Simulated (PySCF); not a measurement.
Energy of Zr²⁺ (zirconium, charge +2) between two integer charges

The 4d alpha orbital of [Kr] 4d2 is emptied in steps (occupation f), with all orbitals relaxed, ending at [Kr] 4d1. Computed with PySCF 2.14 in def2-TZVPPD with the def2 core potential (28 electrons), with a scalar-relativistic core potential. The exact energy is a straight line in f; departures are measured from the line between the end points of the same method.

```csv
f,UHF (eV),LDA (eV),PBE (eV)
1,0.000,0.000,0.000
0.9,0.052,-0.469,-0.462
0.7,0.120,-1.100,-1.084
0.5,0.140,-1.317,-1.295
0.3,0.116,-1.111,-1.091
0.1,0.049,-0.477,-0.469
0,0.000,0.000,0.000
```

```json
{"method": "UHF", "E(f=0) − E(f=1) (eV)": "22.405", "−ε at f=1 (eV)": "22.992", "−ε at f=0.5 (eV)": "22.392"}
{"method": "LDA", "E(f=0) − E(f=1) (eV)": "23.334", "−ε at f=1 (eV)": "18.143", "−ε at f=0.5 (eV)": "23.303"}
{"method": "PBE", "E(f=0) − E(f=1) (eV)": "23.351", "−ε at f=1 (eV)": "18.230", "−ε at f=0.5 (eV)": "23.328"}
```

Orbital energy along the path (eV):

```csv
f,UHF,LDA,PBE
1,-22.992,-18.143,-18.230
0.9,-22.865,-19.152,-19.230
0.7,-22.622,-21.207,-21.262
0.5,-22.392,-23.303,-23.328
0.3,-22.174,-25.430,-25.416
0.1,-21.967,-27.572,-27.515
0,-21.868,-28.639,-28.557
```

Reference removal energy between the ground levels: 23.170 eV (semi-empirical (NIST evaluation); NIST Atomic Spectra Database, ionization energies). The calculation has no spin-orbit coupling. UHF lacks correlation.
